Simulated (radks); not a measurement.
Spherical quantum dot in the effective-mass picture: electrons in a parabolic well V = omega^2 r^2 / 2 with omega = 3.68, with a point charge +2 (a donor) at the centre, all in effective atomic units (hartree* = m*/eps^2 hartree, bohr* = eps/m* bohr), one dielectric constant everywhere. Calculated with a radial shooting solver with Libxc functionals: non-relativistic Kohn-Sham, PBEsol, spin-polarised, spherical densities. Levels are named by radial order and angular momentum (1s, 1p, 1d, 2s, ...), and open shells are averaged over m. Results are scaled to m* = 0.05 and eps = 4.5, for which hartree* = 67.19 meV and bohr* = 4.763 nm.

N = 12, configuration 1s2 1p6 1d(up 2, down 0) 2s2. This is the lowest configuration that the search found. Occupied and some empty levels:

| level | occupation | eigenvalue (meV) | <r> (nm) |
|---|---|---|---|
| 1s up | 1 | 962.59 | 2.694 |
| 1s down | 1 | 965.99 | 2.674 |
| 1p up | 3 | 1214.0 | 4.070 |
| 1p down | 3 | 1220.7 | 4.058 |
| 2s up | 1 | 1365.8 | 4.323 |
| 2s down | 1 | 1371.7 | 4.334 |
| 1d up | 2 | 1422.1 | 4.873 |
| 1d down | 0 | 1429.9 | 4.872 |
| 1f up | 0 | 1631.9 | 5.502 |
| 2p up | 0 | 1635.6 | 5.037 |
| 1f down | 0 | 1639.6 | 5.508 |
| 2p down | 0 | 1640.6 | 5.046 |
| 1g up | 0 | 1846.8 | 6.045 |
| 1g down | 0 | 1854.0 | 6.056 |

Energy (meV): total 9912.31, kinetic 3548.7, external 1972.9, Hartree 5131.5, exchange-correlation -740.73.
